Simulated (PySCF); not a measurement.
Structure problem from calculated spectra and properties.

Elements present: C, H, N and Si. Monoisotopic mass: 125.0409 u.

- Polarisability: 97.5 au [PBE0/def2-SVPD]
- UV, first state: lowest singlet excitation: 5.34 eV (232 nm, f = 0.258) [TDDFT PBE0/def2-SVPD]
- Valence photoelectron: vertical ionisation energy: 8.85 eV [ΔSCF PBE0/def2-SVPD]
- Dipole: 0.58 D [PBE0/def2-SVPD]
- Triplet: lowest triplet excitation (Tamm–Dancoff): 3.37 eV [TDA PBE0/def2-SVPD]
- 1H NMR: chemical shifts (computed TMS as zero) by class: 10.62 (1 H), 6.68 (1 H), 6.66 (1 H), 5.67 (1 H), 4.46 (3 H) ppm [GIAO B97-2/pcSseg-1]
- Rotational structure: rotational constants A, B, C: 2.386, 1.496, 0.930 GHz [PBE0-D3(BJ)/def2-SVP]
- NMR, other nuclei: isotropic shieldings of nuclei other than C and H, by class: -105 (1 N), -77 (1 N), 1 (1 N), 436 (1 Si) ppm [GIAO B97-2/pcSseg-1]
- 13C NMR: chemical shifts (computed TMS as zero) by class: 153.2 (1 C), 136.1 (1 C), 129.4 (1 C), 122.8 (1 C) ppm [GIAO B97-2/pcSseg-1]

The electronic properties come from PySCF, for the isolated species, density fitting. Levels stand in brackets. Geometry: PBE0-D3(BJ)/def2-SVP, one conformer, isolated molecule. Each NMR value is the plain mean over a class of atoms that symmetry, rotation or inversion makes alike.

**Question.** Which formula fits the mass and the elements?

**Answer.** C4H7N3Si (calculated 125.0409). No other formula that holds each of these elements comes within 0.0003 u with a fitting electron parity and a possible valence count.

**Question.** What is the compound? Reason from the data.

**Answer.** Numbering: `[CH2:1]=[CH:2][c:3]1[n:4][nH:5][n:6][c:7]1[SiH3:8]`. Its formula, C4H7N3Si, gives 4 degrees of unsaturation: 1 ring and 3 π bonds in the structure found (Kekulé form). 4 carbons fall into 4 classes; from least to most shielded: substituted aromatic carbon [C3] (153.2 ppm), substituted aromatic carbon [C7] (136.1 ppm), alkene CH carbon [C2] (129.4 ppm), terminal =CH2 carbon [C1] (122.8 ppm). Hydrogen classes from least to most shielded: 1 H on a pyrrole-type nitrogen, N5 (10.62 ppm), 1 H on a terminal =CH2 carbon, C1 (6.68 ppm), 1 H on an alkene CH carbon, C2 (6.66 ppm), 1 H on a terminal =CH2 carbon, C1 (5.67 ppm), 3 H on an SiH3 silicon, Si8 (4.46 ppm). The other shieldings belong to: -105 ppm, pyridine-type nitrogen [N6]; -77 ppm, pyridine-type nitrogen [N4]; 1 ppm, pyrrole-type nitrogen [N5]; 436 ppm, SiH3 silicon [Si8]. S1 is mainly HOMO→LUMO (weight 0.91); the largest Löwdin shares of the orbital it empties are 0.26 on the terminal =CH2 carbon, 0.19 on the alkene CH carbon, 0.13 on a substituted aromatic carbon and 0.12 on the pyrrole-type nitrogen, of the orbital it fills 0.23 on the terminal =CH2 carbon, 0.18 on a pyridine-type nitrogen, 0.18 on the alkene CH carbon and 0.12 on a substituted aromatic carbon. By its constants the optimised geometry is an asymmetric top. Structure: `C=Cc1n[nH]nc1[SiH3]`. Computed isomers that give other values at the same levels: `C=Cn1ncc([SiH3])n1` (rotational constant A: 6.318 GHz; this holds for the one conformer computed). The assignments are read from this structure; whether some other isomer fits the data as well wasn't checked.

Conformer computed: `[CH2:1]=[CH:2][c:3]1[n:4][nH:5][n:6][c:7]1[SiH3:8]`: C1–C2–C3–N4 0°.
